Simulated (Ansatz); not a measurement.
Reaction (redistribution): `[SiH3][CH]1[NH][GeH2]1` + `B[CH](O)[GeH3]` → `B[CH]([SiH3])[GeH3]` + `O[CH]1[NH][GeH2]1`

Computed with Ansatz on PBE0-D4/def2-TZVP structures; ΔE is electronic, products minus reactants. CCSD(T)/CBS is the MP2 limit (def2-TZVPP, def2-QZVPP) plus CCSD(T) − MP2 in def2-TZVPP, frozen cores. DFT in def2-TZVPP. B3LYP here is the variant with VWN-RPA as its local correlation; programs differ in this. For Ge outer-core shells are correlated without core-valence functions, which leaves a few kJ/mol of doubt a bond. Scalar relativity is left out up to krypton. One conformer a species, not always the lowest.

```
             level  ΔE (kJ/mol)  difference from CCSD(T)/CBS
           PBE0-D4        -30.2                         -5.5
          B3LYP-D4        -51.5                        -26.8
           ωB97X-V        -31.0                         -6.3
            r2SCAN        -32.1                         -7.4
     HF/def2-TZVPP        -73.0                        -48.3
    MP2/def2-TZVPP        -14.9                          9.8
CCSD(T)/def2-TZVPP        -26.6                         -1.9
     HF/def2-QZVPP        -72.7                        -48.0
     MP2/CBS(def2)        -13.0                         11.7
    CCSD/CBS(def2)        -28.3                         -3.6
       CCSD(T)/CBS        -24.7                            0
```

Largest T1 diagnostic among the species: 0.014.

The D4 term adds −3.4 kJ/mol with B3LYP and −1.9 kJ/mol with PBE0; it sums over pairs of atoms, weighted by their polarisabilities, and B3LYP, whose exchange is more repulsive, gets the larger term. In def2-TZVPP, CCSD(T) changes the Hartree–Fock value by +46.4 kJ/mol (the triples alone add +3.6 kJ/mol) and MP2 by +58.1 kJ/mol.
